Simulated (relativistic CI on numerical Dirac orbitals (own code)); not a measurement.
**L2,3 absorption of copper in several valence states**

Computed multiplet spectra 2p⁶3dⁿ → 2p⁵3dⁿ⁺¹ (Dirac-Coulomb-Breit ions, Slater integrals scaled by 0.7, an assumed crystal field that grows with the charge, no charge transfer; 300 K; Lorentzian 0.4 eV and Gaussian 0.3 eV FWHM at both edges, so that L2 comes out sharper than in experiment). Peaks over 5 % are given in eV from the highest peak in the L3 region of each spectrum (height, largest 100). S of the lowest state is read from ⟨S²⟩, and the branching ratio is the share of L3, cut at the minimum between the edges.

Field parameters in Wybourne normalisation: Oh B⁴₀ = 21Dq, B⁴₄ = √(5/14) B⁴₀. The field is a parameter set, without covalency.

- Cu²⁺ (d9, Oh, 10Dq = 12200 cm⁻¹): S = 0.50, branching ratio 0.74; peaks 0.0 (100), 20.2 (36)
- Cu³⁺ (d8, Oh, 10Dq = 15750 cm⁻¹): S = 1.00, branching ratio 0.74; peaks 0.0 (100), 2.2 (22), 20.3 (24), 21.4 (24)
- Cu⁴⁺ (d7, Oh, 10Dq = 19300 cm⁻¹): S = 1.50, high spin, branching ratio 0.83; peaks -4.4 (67), -3.3 (22), -2.1 (77), -1.5 (86), 0.0 (100), 1.6 (14), 2.1 (12), 3.0 (7), 19.0 (20), 19.9 (21), 20.8 (24), 22.1 (7)

The centroid of the whole edge, which also moves with the branching ratio, lies at 937.3 (Cu²⁺), 940.8 (Cu³⁺), 941.7 (Cu⁴⁺) eV in this ionic model, in steps of 0.9 to 3.5 eV. Compounds show about 1 to 2 eV a unit and lower energies for the high valences, since ligands screen the charge. The multiplet shape follows the d count and the spin state, and so serves as a fingerprint of valence. Real compounds of Cu⁴⁺ are mostly low spin, since covalency shrinks the Slater integrals more than this scale does.
